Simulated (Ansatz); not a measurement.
Ansatz results at the PBE0-D4/def2-TZVP geometry: HOMO energy (ωB97M-V/def2-TZVPP) -10.44 eV; size of the dipole moment (PBE/def2-TZVPP) 3.21 D; HOMO energy (PBE/def2-TZVPP) -6.44 eV.

Each molecule was computed in one conformer, which needn't be the lowest.

Which molecule gave them?
A. `O=C/C(F)=C/F`
B. `N[SiH](C=O)CCl`
C. `[GaH2][CH]1CO1`
D. `CC(=O)N[SiH2]Cl`

D. The others give `[GaH2][CH]1CO1`: -9.66, 1.52, -5.89; `O=C/C(F)=C/F`: -10.29, 0.71, -6.44; `N[SiH](C=O)CCl`: -9.35, 2.19, -5.58.
